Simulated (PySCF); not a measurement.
**Simulated absorption spectrum**

WSF4 (singlet state).
SMILES: `[F][W]([F])([F])([F])=[S]`

The calculation used TDDFT PBE0/def2-SVPD, vertical, gas phase, core orbitals frozen in the response, def2 core potentials past Kr in PySCF 2.14.0, density-fitted response routines. Isolated species at its PBE0-D3(BJ)/def2-SVP geometry, gas phase. Spin–orbit coupling is left out.

Computed states:

```csv
state,E (eV),f
S1,3.93,0.0008
S2,3.93,0.0008
S3,4.19,0.0000
S4,4.46,0.0000
S5,4.53,0.0000
S6,5.47,0.0000
S7,5.78,0.0033
S8,5.78,0.0033
S9,5.91,0.106
```

Each state is given a Gaussian of 0.25 eV full width at half maximum, with ε(max) = 2.175×10⁸ f / Δν̃ (Δν̃ the width in cm⁻¹). The cross-section is σ = 3.8235×10⁻²¹ ε cm², given in Mb (10⁻¹⁸ cm²). The width is an assumption, not a result. The curve ends short of the highest state used, and states not computed would add to its high-energy end.

Problem. What does the envelope look like, and where are its maxima?

Solution. 
λ (nm), σ (Mb) and a bar:
```
    233.3       0.00 
    235.4       0.00 
    237.5       0.00 
    239.7       0.00 
    241.8       0.00 
    243.9       0.00 
    246.0       0.00 
    248.1       0.00 
    250.2       0.00 
    252.3       0.00 
    254.4       0.00 
    256.5       0.00 
    258.6       0.00 
    260.7       0.00 
    262.8       0.00 
    264.9       0.00 
    267.0       0.00 
    269.1       0.00 
    271.2       0.00 
    273.3       0.00 
    275.5       0.00 
    277.6       0.00 
    279.7       0.00 
    281.8       0.00 
    283.9       0.00 
    286.0       0.00 
    288.1       0.00 
    290.2       0.00 
    292.3       0.01 
    294.4       0.02 #
    296.5       0.04 ##
    298.6       0.07 ###
    300.7       0.12 #####
    302.8       0.19 #########
    304.9       0.28 #############
    307.0       0.38 #################
    309.1       0.48 ######################
    311.2       0.58 ##########################
    313.4       0.64 #############################
    315.5       0.67 ##############################
    317.6       0.65 #############################
    319.7       0.60 ###########################
    321.8       0.53 ########################
    323.9       0.44 ####################
    326.0       0.34 ###############
    328.1       0.26 ###########
    330.2       0.18 ########
    332.3       0.12 ######
    334.4       0.08 ####
    336.5       0.05 ##
    338.6       0.03 #
    340.7       0.02 #
    342.8       0.01 
    344.9       0.01 
    347.0       0.00 
    349.2       0.00
```

Maxima: 316 nm (3.93 eV), ε about 170, made up of S1 (50%) and S2 (50%) (ε in L mol⁻¹ cm⁻¹; maxima over ε = 5, shares over 10%). At its high-energy end, 5.31 eV, the curve is still rising (ε about 0.037, from S7 and S8).

Problem. What would ε be at 3.93 eV, the highest of these maxima, with half the width (0.125 eV)?

Solution. About 349 L mol⁻¹ cm⁻¹ against 175, a factor of about 1.99; a lone state at its own centre would give exactly 2.

Problem. On this curve, what absorbance would a 10⁻³ mol/L sample give at 308 nm over a 1 cm path?

Solution. 308 nm is 4.025 eV, where ε is about 110 L mol⁻¹ cm⁻¹, so A = ε c l ≈ 0.11 (Beer–Lambert, with the gas-phase spectrum and the assumed width).

Problem. Coming from long wavelengths, where does ε first pass 100 L mol⁻¹ cm⁻¹?

Solution. At about 325 nm (3.81 eV), 0.11 eV below S1.

All these states lie below the vertical ionisation energy of 11.79 eV (ΔSCF).
